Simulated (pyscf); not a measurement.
Elementary routes open to :Ge=Se [singlet] + H₂Se in the gas phase (singlet surface):
A. HSe–Ge:–SeH [singlet] (H–Se broken; Ge–Se, H–Se formed)
B. Se=GeH–SeH (H–Se broken; Ge–Se, Ge–H formed)

Optimised with ωB97X-D3(BJ)/def2-SVP in PySCF. Correlated levels are frozen-core, on RHF or UHF. ΔMP2 is the change of the MP2 total energy from the triple- to the quadruple-zeta basis.

Q: Rank the routes by free-energy barrier at 900 K, lowest first, for CCSD(T)/def2-TZVPP + ΔMP2(QZVPP) energies (ideal gas, 1 atm, RRHO with modes under 100 cm⁻¹ raised to 100, one conformer, R ln 2 for chiral ones without a mode under 150 cm⁻¹).

A: A (149.8 kJ/mol), B (261.0 kJ/mol)

Route A is the fastest of these, ahead of the next by 111.2 kJ/mol. The most stable products are those of A (ΔG = +45.9 kJ/mol), so kinetics and thermodynamics agree. At 298 K A is still the fastest. A: On the reactant side the descent ends in a complex, 24.7 kJ/mol under the separated species and 45.5 kJ/mol under the saddle at ωB97X-D3(BJ)/def2-TZVP. B: On the reactant side the descent ends in a complex (not fully relaxed), 26.3 kJ/mol under the separated species and 176.7 kJ/mol under the saddle at ωB97X-D3(BJ)/def2-TZVP. Only these routes are compared; each barrier is that of the saddle found, and lower ones may exist. The CCSD(T) − MP2 part came from Ansatz, without density fitting, on the same reference. The frozen core leaves the outer d or s,p core shells of the metals and heavy elements correlated in the MP2 and CC values, and def2-TZVPP describes them poorly, which can shift differences by a few kcal/mol. Elements up to Kr have no core potential and no relativistic terms here.
